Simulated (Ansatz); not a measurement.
A structure relaxed at PBE0-D4/def2-TZVP, charge 0, multiplicity 1:

```csv
atom,x (Å),y (Å),z (Å)
C1,0.687,1.083,1.657
O2,-0.414,0.571,0.944
Ga3,-0.228,-0.353,-0.555
N4,-1.707,-0.860,-1.468
O5,1.452,-0.623,-1.091
H6,0.689,0.678,2.675
H7,1.651,0.842,1.195
H8,0.608,2.173,1.727
H9,-2.602,-0.828,-1.007
H10,-1.672,-1.603,-2.145
H11,1.535,-1.079,-1.930
```

(1) Give its formula and SMILES.

(2) Summarise the bond lengths by kind.

## Answers

(1) CH6GaNO2, `C[O][Ga]([NH2])[OH]`.

(2) 1 × C–O 1.408 Å; 3 × C–H 1.096 Å; 2 × Ga–O 1.771 to 1.785 Å; 1 × Ga–N 1.810 Å; 2 × H–N 1.006 to 1.007 Å; 1 × H–O 0.958 Å.

Computed with Ansatz.
